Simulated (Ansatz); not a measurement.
```csv
atom,x (Å),y (Å),z (Å)
B,0.0000,0.0000,0.0000
F,1.3104,0.0000,0.0000
F,-0.6552,1.1348,0.0000
F,-0.6552,-1.1348,0.0000
```

Basis set: def2-TZVP (spherical functions). Left uncorrelated: 4 orbitals. Charge 0, multiplicity 1.

Computed with Ansatz (development build ahead of 0.2.0); each method stands on the lowest determinant of its kind that the runs found. Restricted open shells among the atoms or ions are ROHF, correlated in semicanonical orbitals with singles.

The atomization energy at this shape (free ground-state atoms in the same class of orbitals less the molecule, no zero-point energy) of singlet BF3:

| method | atomization energy |
| --- | --- |
| RHF-MP2 | 21.00 eV |

What does RHF give?

16.17 eV.
